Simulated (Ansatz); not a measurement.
`C[NH][Zr]([OH])([F])[Cl]` + `CSC[SeH]` → `[OH][Zr]([F])([Cl])[SeH]` + `CNCSC`  (formal exchange of groups at a Zr–N bond)

Isolated molecules relaxed with PBE0-D4/def2-TZVP in Ansatz; ΔE leaves out vibrations. CCSD(T)/CBS is the MP2 limit (def2-TZVPP, def2-QZVPP) plus CCSD(T) − MP2 in def2-TZVPP, frozen cores. DFT in def2-TZVPP. B3LYP here is the variant with VWN-RPA as its local correlation; programs differ in this. Elements past krypton have def2 core potentials. For Se, Zr outer-core shells are correlated without core-valence functions, which leaves a few kJ/mol of doubt a bond. Scalar relativity is left out up to krypton. One conformer a species, not always the lowest.

```tsv
level	ΔE (kJ/mol)	difference from CCSD(T)/CBS
PBE-D4	-16.9	-0.6
PBE0-D4	-21.3	-5.0
ωB97X-V	-17.1	-0.8
ωB97M-V	-17.2	-0.9
PBE	-18.6	-2.3
r2SCAN	-21.9	-5.6
PBE0	-22.8	-6.5
B3LYP	-17.5	-1.2
HF/def2-TZVPP	-28.6	-12.3
CCSD/def2-TZVPP	-15.7	0.6
HF/def2-QZVPP	-29.0	-12.7
MP2/def2-QZVPP	-13.9	2.4
SCS-MP2/def2-QZVPP	-12.2	4.1
HF/CBS(def2)	-29.1	-12.8
MP2/CBS(def2)	-14.0	2.3
CCSD/CBS(def2)	-16.2	0.1
CCSD(T)/CBS	-16.3	0
```

Largest T1 diagnostic among the species: 0.016.

In def2-TZVPP, CCSD(T) changes the Hartree–Fock value by +12.8 kJ/mol (the triples alone add −0.1 kJ/mol) and MP2 by +15.1 kJ/mol. From PBE to PBE0 (25 % exact exchange), in def2-TZVPP and without D4, ΔE moves by −4.2 kJ/mol.
